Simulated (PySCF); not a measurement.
## Radial density of B (boron, neutral)

UHF, [He] 2s1 2p1 3d1, one real determinant (an excited configuration). Calculation: PySCF 2.14, in aug-cc-pV5Z (7s6p5d4f3g2h, 127 functions); the non-relativistic Hamiltonian (point nucleus).

```csv
r (bohr),4πr²ρ (e/bohr),4πr²(ρα − ρβ)
0.00490,0.02041,0.0006
0.00825,0.05586,0.0016
0.0139,0.1494,0.0042
0.0233,0.3847,0.0108
0.0393,0.9291,0.0259
0.0660,2.018,0.0551
0.111,3.673,0.0960
0.187,5.005,0.1168
0.314,4.260,0.0840
0.529,1.818,0.1594
0.889,0.8907,0.7039
1.50,1.141,1.1379
2.52,0.5189,0.5189
4.23,0.1689,0.1689
7.12,0.1836,0.1836
12.0,0.001418,0.0014
```

⟨L²⟩ = 8.02 against 12 for a pure F term, so this real determinant mixes terms. The outer electron is Rydberg-like, and this basis confines it to a smaller radius and binds it less than a complete one would.
